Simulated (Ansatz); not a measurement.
Reactions of `C=C(F)CCl`.

Isolated molecules relaxed with PBE0-D4/def2-TZVP in Ansatz; ΔE leaves out vibrations. CCSD(T)/CBS is the MP2 limit (def2-TZVPP, def2-QZVPP) plus CCSD(T) − MP2 in def2-TZVPP, frozen cores. This one scheme is used for every species. Functionals use def2-TZVPP. B3LYP here is the variant with VWN-RPA as its local correlation; programs differ in this. Each species was taken in one conformer, which may not be the lowest.

```csv
reaction,B2PLYP (kcal/mol),B3LYP-D4 (kcal/mol),r2SCAN-D4 (kcal/mol),CCSD(T)/CBS(def2) (kcal/mol)
`C=C(F)CCl` + `OC1=CC1` → `OC1=C(CCl)C1` + `C=CF`,-1.0,-1.3,-0.6,-0.3
`C=C(F)CCl` + `[NH2][AlH2]` → `C=C(F)[NH][AlH2]` + `CCl`,-1.3,-1.9,-2.3,0.3
`C=C(F)CCl` + `CCOC(=O)CC` → `CCOC(=O)CCCCl` + `C=CF`,1.8,1.5,2.0,0.6
`C=C(F)CCl` + CH₃SH → `C=C(F)SC` + `CCl`,1.0,0.7,0.0,1.4
```

Largest T1 diagnostic: 0.013, for `CCOC(=O)CC`.
